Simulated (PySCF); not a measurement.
Magnetic shielding above rings: a mixed set.

Definitions: NICS(0) = −σiso at the ring centroid; NICS(1) = −σiso and NICS(1)zz = −σzz at ±1 Å along the ring normal z. Level: GIAO PBE0/pcSseg-1 (PySCF, non-relativistic, gas phase) on the GFN2-xTB geometries, one conformer each. Atom numbers follow the mapped SMILES.

Question: Order these rings by mean NICS(1)zz, lowest (most negative) first (ppm).
A. ring C3–C4–N5–N6–N10 in `[CH3:1][O:2][c:3]1[cH:4][n:5][n:6]([CH:7]2[CH2:8][CH2:9]2)[n:10]1`
B. ring C3–C4–C5–S7–C8 in `[CH3:1][CH2:2][c:3]1[cH:4][c:5]([SiH3:6])[s:7][c:8]1[F:9]`
C. ring P5–C6–C7–C8 in `[CH3:1][CH2:2][CH2:3][CH2:4][P@@H+:5]1[CH2:6][CH2:7][C@H:8]1[CH3:9]` (charge +1)
D. ring C4–C6–Si7–S8–C9 in `[CH3:1][C:2]#[C:3][C@@:4]1([F:5])[CH2:6][SiH2:7][S:8][CH2:9]1`
E. ring N3–N4–N5–C6–C7 in `[CH3:1][CH2:2][n:3]1[n:4][n:5][cH:6][c:7]1[C:8]([CH3:9])=[O:10]`
F. ring C7–C8–C9 in `[CH3:1][O:2][CH2:3][P@:4]([CH3:5])(=[O:6])[CH:7]1[CH2:8][CH2:9]1`
G. ring N3–C4–N5–N6–C7 in `[CH3:1][CH2:2][n:3]1[cH:4][n:5][n:6][c:7]1[C:8]([CH3:9])=[O:10]`

Answer: E (-31.5), G (-30.0), A (-28.9), F (-25.0), B (-21.5), D (-3.1), C (5.5).

```tsv
SMILES	ring	NICS(0)	NICS(1)	NICS(1)zz	HOMA	rms pucker (Å)	ring atoms with four or more neighbours
CCn1nncc1C(C)=O	5-membered ring with 3 N; formal bonds all aromatic	-12.3	-13.0	-31.5	0.97	0.00	0
CCn1cnnc1C(C)=O	5-membered ring with 3 N; formal bonds all aromatic	-11.5	-11.8	-30.0	0.94	0.00	0
COc1cnn(C2CC2)n1	5-membered ring with 3 N; formal bonds all aromatic	-12.9	-12.3	-28.9	0.98	0.00	0
COC[P@](C)(=O)C1CC1	3-membered carbocycle; formal bonds all single	-45.7	-9.4	-25.0	–	0.00	3
CCc1cc([SiH3])sc1F	5-membered ring with S; formal bonds all aromatic	-12.2	-10.0	-21.5	0.76	0.00	0
CC#C[C@@]1(F)C[SiH2]SC1	5-membered ring with S and Si; formal bonds all single	-7.5	-4.3	-3.1	–	0.20	4
CCCC[P@@H+]1CC[C@H]1C	4-membered ring with P; formal bonds all single	-1.5	-1.1	5.5	–	0.10	4
```

NICS(0) gives another order. The isotropic NICS(1) gives another order. Over the 4 rings with a HOMA value its correlation coefficient with NICS(1)zz is -0.95. HOMA uses Krygowski's 1993 parameters; it is left out where a ring has a four-coordinate atom, a triple bond, no multiple bond or a kind of bond without parameters. NICS(1) and NICS(1)zz are means over the two faces.
